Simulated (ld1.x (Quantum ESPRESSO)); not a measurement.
**Varying the ultrasoft potential for palladium**

Base potential:

ld1.x (Quantum ESPRESSO) 7.5 input, shortened:

```
&input
   title='Pd', zed=46., rel=1, dft='PBE', iswitch=3,
   config='[Kr] 4d10 5s0 5p0'
 /
 &inputp
   pseudotype=3, tm=.true., lloc=-2, rcloc=1.00,
   nlcc=.true.
 /
6
4S  1  0   2.00   0.00  1.25  1.30  0.0
5S  2  0   0.00   0.00  1.25  1.30  0.0
4P  2  1   6.00   0.00  1.40  1.55  0.0
5P  3  1   0.00   0.00  1.40  1.55  0.0
4D  3  2  10.00   0.00  1.50  1.85  0.0
4D  3  2   0.00   0.70  1.50  1.85  0.0
 &test
   configts(1)='4s2 4p6 4d10 5s0 5p0'
 /
```

Cutoffs, loose and tight: the cutoffs (Ry, on a coarse ladder) from which the occupation-weighted sum of valence levels, in a spherical-Bessel basis at the reference potential, stays within 10 and 1 mRy of its value at 400 Ry. They do not see the model core or the augmentation charge, which bear on the density cutoff. Test errors are all-electron minus pseudo excitation energies from the reference, over the configurations 4s2 4p6 4d9 5s0 5p0; 4s2 4p6 4d8 5s0 5p0; 4s2 4p6 4d7 5s0 5p0; 4s1 4p6 4d10 5s0 5p0; 4s2 4p5 4d10 5s0 5p0; 4s2 4p6 4d8 5s1 5p0; 4s2 4p6 4d9 5s1 5p0. A dash means not determined; rows that change the core or the reference have their own tests.

Cutoffs are not given where the Bessel-basis levels miss the radial ones by over 6 mRy, ghosts where they miss by over 20 mRy; a channel whose overlap is not positive is not tested.

The default core radius of the base comes out at 0.61 bohr.

| change | outcome | cutoff, loose | cutoff, tight | bound ghosts | largest test error (meV) |
| --- | --- | --- | --- | --- | --- |
| base | generated | – | – | not determined | -2280 |
| waves 4p (bound): rcut 1.22, rcutus 1.30 bohr; 5p (bound): rcut 1.22, rcutus 1.30 bohr | generated | – | – | not determined | -2299 |
| all radii but the core radius scaled by about 0.91 (s 1.18, p 1.40, d 1.68 bohr, rcut 1.14/1.28/1.36); local potential all-electron potential smoothed inside 0.90 bohr (lloc = -2) | generated | – | – | not determined | test run stopped at test 1 of 7 (negative rho) |
| type TM; waves now 4s (bound): rc 1.30 bohr; 4p (bound): rc 1.55 bohr; 4d (bound): rc 1.85 bohr; local potential all-electron potential smoothed inside 1.20 bohr (lloc = -1) | generated | 90 Ry | 140 Ry | none | +1217 |
| local potential all-electron potential smoothed inside 1.50 bohr (lloc = -2) | generated | – | – | not determined | -2291 |
| wave 4d channel at 0.7 Ry: rcut 1.50, rcutus 1.85 bohr becomes 4d channel at 0.11 Ry: rcut 1.50, rcutus 1.85 bohr | generated | – | – | not determined | -2280 |
| core correction a·sin(br)/r model core inside 1.50 bohr | generated | – | – | not determined | test run stopped at test 3 of 7 (negative rho), 2 before it not solved |
| waves 4s (bound): rcut 1.25, rcutus 1.34 bohr; 5s (bound): rcut 1.25, rcutus 1.34 bohr | generated | – | – | not determined | -2265 |
| augmentation PSQ, inside the norm-conserving radii | failed: chargeps: negative rho | – | – | – | – |
